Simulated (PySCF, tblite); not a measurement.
Species: C6H15B2N.
SMILES with atom numbers: `[BH3-:1][N@H+:2]([CH2:3][BH:4][CH:5]=[CH2:6])[CH:7]1[CH2:8][CH2:9]1` (hydrogens: H10, H11, H12 on B1; H13 on N2; H14, H15 on C3; H16 on B4; H17 on C5; H18, H19 on C6; H20 on C7; H21, H22 on C8; H23, H24 on C9)

Cartesian coordinates in Å at the GFN2-xTB level; atoms count from 1:
```
atom  x, y, z in Å
B1    -0.6178   -1.5340    0.1656
N2    -0.6665   -0.0244   -0.3827
C3     0.7327    0.4279   -0.2544
B4     1.5482   -0.9053   -0.7072
C5     2.8799   -1.2795    0.0453
C6     3.5957   -0.4806    0.8252
C7    -1.6492    0.8500    0.2167
C8    -2.1231    2.0603   -0.5302
C9    -3.0394    0.8866   -0.3340
H10   -1.4284   -2.2054   -0.3769
H11    0.5485   -1.8569   -0.2060
H12   -0.6562   -1.5357    1.3467
H13   -0.8653   -0.0982   -1.3780
H14    0.8995    0.6718    0.7950
H15    0.9020    1.3377   -0.8380
H16    1.5263   -1.1309   -1.8707
H17    3.2708   -2.2814   -0.1137
H18    4.5224   -0.7884    1.2874
H19    3.2959    0.5365    1.0256
H20   -1.5184    0.9206    1.2890
H21   -2.3152    2.9669    0.0224
H22   -1.7281    2.2364   -1.5203
H23   -3.8632    0.9807    0.3556
H24   -3.2630    0.2651   -1.1878
```

Jobs on this species (24 atoms, 68 electrons) with PySCF (density fitting) and tblite. Hardware of each: Arm Neoverse N1, one thread, no GPU, on a shared host. Other jobs ran on the host; a repeat could differ by tens of per cent or more.

```tsv
level and settings	work	basis functions	SCF cycles	wall time
GFN2-xTB	L-BFGS relaxation	–	–	?
GFN2-xTB	Hessian by finite differences	–	–	1.7 s
PBE0/pcSseg-1	shieldings, ring-centre shieldings, charges and field gradients	228	14	85 s
```

Q: Fill in the missing figures.

A: 
- GFN2-xTB; L-BFGS relaxation: 2.8 s

Q: What do all jobs in the table cost together?

A: About 90 s; the longest takes about 95 % of that, and about 50 times as long as the shortest.
